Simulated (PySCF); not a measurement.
## GeMeH3: computed shieldings and shifts

GeMeH3, CH6Ge.

Geometry:
| atom | x (Å) | y (Å) | z (Å) |
| --- | --- | --- | --- |
| Ge1 | -0.002 | 0.003 | -0.918 |
| C2 | 0.002 | -0.004 | 1.034 |
| H3 | -1.027 | 0.041 | 1.420 |
| H4 | 0.557 | 0.863 | 1.420 |
| H5 | 0.477 | -0.920 | 1.414 |
| H6 | 1.442 | -0.025 | -1.458 |
| H7 | -0.698 | 1.271 | -1.451 |
| H8 | -0.751 | -1.230 | -1.460 |

GIAO calculations in PySCF 2.14 on the PBE0-D3(BJ)/def2-SVP structure: isolated species, non-relativistic, equivalent atoms averaged; basis pcSseg-1 (pcSseg-2 on Ge).

**Question.** Give the isotropic shieldings (ppm) with B3LYP, PBE, PBE0.

**Answer.** 
```
             atoms                          environment  B3LYP    PBE   PBE0
               Ge1           germanium bonded to C, 3 H   1523   1509   1560
                C2             carbon bonded to Ge, 3 H  187.2  188.3  193.1
          H6/H7/H8  hydrogen on a germanium bonded to C  27.51  27.22  27.36
          H3/H4/H5    hydrogen on a carbon bonded to Ge  30.97  30.79  30.88
HOMO–LUMO gap (eV)                                    –   9.32   7.81   9.83
```

**Question.** And the chemical shifts, against references computed in the same way?

**Answer.** 
```tsv
atoms	nucleus, reference	B3LYP	PBE	PBE0
C2	¹³C, TMS	-8.0	-8.3	-8.7
H6/H7/H8	¹H, TMS	3.88	3.98	3.91
H3/H4/H5	¹H, TMS	0.41	0.41	0.39
```

**Question.** Which part of the shielding of Ge1 depends on the functional?

**Answer.** Diamagnetic: B3LYP 2757, PBE 2757, PBE0 2758 ppm; paramagnetic: B3LYP -1233, PBE -1248, PBE0 -1197 ppm. The diamagnetic part, set mainly by inner electrons, hardly moves; the paramagnetic part goes with low-lying magnetically allowed excitations and carries the spread.

**Question.** What couplings does PBE/pcJ-1 (pcSseg-1 on Ge) give?

**Answer.** ¹J(C2,H3) = 125.9, ²J(H3,H4) = -11.5, ²J(H6,H7) = 6.0, ²J(C2,H6) = 4.9, ³J(H3,H6) = 3.4 Hz (averaged over equivalent pairs; isotopes ¹³C, ¹H).

Relativistic effects, spin–orbit coupling among them, are left out; they matter for Ge and for the light atoms bonded to it.
